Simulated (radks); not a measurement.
Values are calculated unless marked as measured or tabulated.
Question: The mean radii <r> (bohr) of the occupied orbitals of an atom or ion are listed with their occupations. Level of theory: Dirac Kohn-Sham, BLYP, spin-unpolarised, spherical densities, finite nucleus; Fermi nuclear charge, rms radius of each element as measured or else 0.836 A^(1/3) + 0.57 fm (a radial shooting solver on a logarithmic mesh with Libxc functionals).

orbital  occ.      <r>
1s1/2       2  0.01687
2s1/2       2  0.07047
2p1/2       2  0.05798
2p3/2       4  0.06653
3s1/2       2   0.1833
3p1/2       2   0.1736
3p3/2       4   0.1893
3d3/2       4   0.1648
3d5/2       6   0.1696
4s1/2       2   0.4070
4p1/2       2   0.4094
4p3/2       4   0.4434
4d3/2       4   0.4519
4d5/2       6   0.4631
5s1/2       2   0.9265
4f5/2       6   0.4952
4f7/2       8   0.5022
5p1/2       2    1.001
5p3/2       4    1.098
5d3/2     3.6    1.471
5d5/2     5.4    1.526

Name the element and its charge. Open shells, if any, are shared by 2j + 1.

Answer: Z = 79, gold, charge +2: Au2+ in [Xe] 4f14 5d9. The 1s radius gives Z: for a bare nucleus <r> = (2 gamma + 1)/(2Z) with gamma = sqrt(1 - (Z/c)^2), 0.01667 bohr for Z = 79, and screening makes it slightly larger (0.01687 here). The occupations add up to 77, and the charge is Z minus that.
